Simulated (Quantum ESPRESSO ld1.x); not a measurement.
Problem. C+, configuration [He] 2s1 2p1 3s1 (not the ground configuration). All-electron calculation, scalar-relativistic Kohn-Sham, Wu-Cohen GGA, spin-unpolarised, spherical densities, point nucleus. Program: ld1.x of Quantum ESPRESSO 7.5. Some entries of the table are withheld. Estimate them.

| orbital | occ. | eigenvalue (eV) | r(max) (bohr) |
|---|---|---|---|
| 1s | 2 | (1) | (2) |
| 2s | 1 | -32.7018 | 1.134 |
| 2p | 1 | -24.0828 | 1.035 |
| 3s | 1 | -7.7409 | 3.799 |

Solution. 
(1) 1s eigenvalue (eV): -299.472
(2) 1s r(max) (bohr): 0.1741
